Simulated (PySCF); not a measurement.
Species: C₄H₁₂Ge.
Numbering: `[CH3:1][Ge:2]([CH3:3])([CH3:4])[CH3:5]` (hydrogens: H6, H7, H8 on C1; H9, H10, H11 on C3; H12, H13, H14 on C4; H15, H16, H17 on C5)

The calculation used PBE0-D3(BJ)/def2-SVP geometry optimisation, gas phase in PySCF.

(1) List the bond lengths and angles at this level.

## Answers

(1) 
| bond | length (Å) |
| --- | --- |
| C1–Ge2 and 3 like bonds | 1.957 |
| C1–H6 and 11 like bonds | 1.101 |

Bonds in one row agree within 0.01 Å and their mean is given. A selection of angles:
| angle | degrees |
| --- | --- |
| Ge2–C1–H6 | 110.7 |
| H6–C1–H7 | 108.1 |
| C1–Ge2–C3 | 109.5 |

Ge2 (germanium bonded to 4 C) is tetrahedral (angles from 109.4° to 109.5°). All 4 C–Ge bonds measure 1.957 Å.

Point group: Td (every atom within 0.08 Å of its image). No PBE0-D3(BJ)/def2-SVP frequencies stand behind this structure, so it isn't proved a minimum.

The run took 1.8 min on an Arm Neoverse V1 with one thread, no GPU, shared host, and the process peaked at 0.61 GiB of memory. These figures are those of the optimisation.
